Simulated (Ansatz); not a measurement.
Group exchange: CH8O2Si2 + CH7NSi → Si3H8O2 + C2H7N

Species: CH8O2Si2 `CO[SiH](O)[SiH3]`, singlet; CH7NSi `CN[SiH3]`, singlet; Si3H8O2 `O[SiH]([SiH3])O[SiH3]`, singlet; C2H7N (dimethylamine) `CNC`, singlet. The partners trade CH3 for SiH3: O–CH3 and N–SiH3 bonds give way to O–SiH3 and N–CH3.

Shapes, held fixed at every level: PBE0-D4/def2-TZVP. Flexible molecules stand in one conformer, not always the lowest. Programs: Ansatz 0.2.0. The zero-point and thermal change to 298 K, harmonic and unscaled (PBE0-D4/def2-TZVP), is +1.9 kJ/mol.

| level | kind | ΔH(298 K) (kJ/mol) | less CCSD(T)/CBS estimate | CPU time (sum over the molecules) |
| --- | --- | --- | --- | --- |
| PBE-D4/def2-TZVPP | GGA | -74.5 | +8.7 | 42 s |
| B3LYP-D4/def2-TZVPP | global hybrid | -79.7 | +3.5 | 82 s |
| r2SCAN0-D4/def2-TZVPP | global hybrid | -83.1 | +0.1 | 78 s |
| wB97X-V/def2-TZVPP | range-separated hybrid | -78.6 | +4.6 | 1.9 min |
| MP2/def2-SVP | perturbation theory | -78.7 | +4.5 | – |
| MP2/def2-TZVPP | perturbation theory | -84.2 | -1.0 | – |
| CCSD(T)/def2-SVP | coupled cluster or CI | -76.3 | +6.9 | 82 s |
| CCSD(T)/CBS estimate | coupled cluster or CI | -83.2 | 0.0 | 31 min |

The highest level, CCSD(T)/CBS estimate, gives ΔH(298 K) = -83.2 kJ/mol; the levels span -84.2 to -74.5. The column of differences is taken from that level and isn't an error. No measured value is set beside it here. The CBS estimate extrapolates MP2 from def2-TZVPP and def2-QZVPP and adds CCSD(T) − MP2 in the triple-zeta set, cores frozen. Times are processor times on shared x86 and Arm servers, and rough.
